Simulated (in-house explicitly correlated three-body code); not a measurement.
Values are calculated unless marked as measured or tabulated.
# Taking the two-electron ground state apart, Z = 1.285

A variational code in 260 exponentially correlated functions gives, for two electrons around a point charge Z = 1.285 (non-relativistic, fixed nucleus, atomic units): E = -1.0004734, <1/r> = 0.973252 per electron, <1/r12> = 0.50031. From its density, U = 1.14508 (Hartree energy) and T_s = 0.968765 (kinetic energy of the doubly filled orbital √(n/2)). Further, <r²> = 4.18707 per electron, <r12²> = 8.95476 and <p1·p2> = 0.0687446.

Q: Check the virial theorem, and compare with the screened hydrogenic estimate.

A: V = −2Z<1/r> + <1/r12> = -2.501258 + 0.50031 = -2.000948, and 2E = -2.000947, so T = −E = 1.000473. A product of 1s orbitals with exponent Z − 5/16 = 0.9725 gives −0.9725² = -0.94576, which is 54.7 millihartree too high.

Q: Find the exchange and correlation energies of density-functional theory.

A: For two electrons in one orbital E_x = −U/2 = -0.572540. The potential part of correlation is U_c = <1/r12> − U − E_x = -0.072230, the kinetic part T_c = T − T_s = 0.031708, and E_c = T_c + U_c = -0.040522 hartree. Restricted Hartree-Fock gives -0.960360, so the correlation energy of wave-function theory is -0.040113.

Q: What do the second moments say about angular correlation and diamagnetism?

A: From r12² = r1² + r2² − 2 r1·r2, <r1·r2> = <r²> − <r12²>/2 = -0.29031 bohr². It vanishes for a product of s orbitals, and its negative sign shows that the electrons favour opposite sides of the nucleus. The Langevin susceptibility is −0.79199e-6 × 2<r²> = -6.632e-6 cm³/mol.

Q: How does a model nuclear mass of 2.6 u change the ionisation energy, to first order in m/M (1 hartree = 27.211386 eV)?

A: m/M = 1/(2.6 × 1822.8885) = 2.10992e-04. With a fixed nucleus the second electron is bound by −Z²/2 − E = 0.174861 hartree = 4.7582 eV. The reduced mass scales this by 1 − m/M, a change of -1.004 meV. The mass-polarisation term raises the two-electron state by (m/M)<p1·p2> = 14.50 microhartree, a further -0.395 meV. The sum is 4.7568 eV, before relativistic and QED terms.
